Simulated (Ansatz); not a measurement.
Geometry optimisation, Ansatz 0.2.0, RKS PBE-D4/def2-SVP.

Input:

```yaml
crystal:
  periodic: [false, false, false]
  atoms:
    - { symbol: Ga, position_ang: [0.0, 0.0, 0.0] }
    - { symbol: O, position_ang: [0.0, 0.0, 1.79] }
    - { symbol: H, position_ang: [-0.9095, -0.2814, 2.1271] }
    - { symbol: H, position_ang: [1.3596, 0.0, -0.785] }
    - { symbol: C, position_ang: [-1.7147, 0.0, -0.99] }
    - { symbol: H, position_ang: [-2.2748, -0.9305, -0.7608] }
    - { symbol: H, position_ang: [-2.3188, 0.8797, -0.6846] }
    - { symbol: H, position_ang: [-1.513, 0.0508, -2.0803] }
basis:
  gaussian: { orbitals: def2-SVP }
hamiltonian:
  xc: pbe
  dispersion: d4
relax:
  f_tol: 0.02
  max_steps: 40
```

Run as:

```bash
$ ansatz run input.yaml --threads 1 --pin off --max-ram 2048MiB --backend cpu --events-out ev --progress --plain --runs-dir out
```

**Question.** Where does it end, and by what steps?

**Answer.** It converged. After 8 steps the energy has fallen by 0.104 eV; H4 moved furthest, 0.20 Å.

```tsv
step	energy less start (eV)	largest force component (eV/Å)	accepted
0	0.0000	1.329	yes
1	0.0469	2.825	no
2	-0.0773	0.648	yes
3	-0.1010	0.199	yes
4	-0.0955	0.266	no
5	-0.1040	0.055	yes
6	-0.1042	0.041	yes
7	-0.1042	0.043	no
8	-0.1044	0.002	yes
```

```xyz
8
Properties=species:S:1:pos:R:3
Ga -0.002 -0.013 -0.063
O 0.026 -0.137 1.745
H -0.862 -0.194 2.144
H 1.462 0.076 -0.631
C -1.738 -0.006 -1.010
H -2.331 -0.905 -0.744
H -2.330 0.886 -0.718
H -1.597 0.012 -2.108
```

Whether the end is a true minimum wasn't checked by a vibrational analysis.

Run time: 19 s on 1 thread of Arm Neoverse V2 (shared host), peak memory 0.12 GiB.
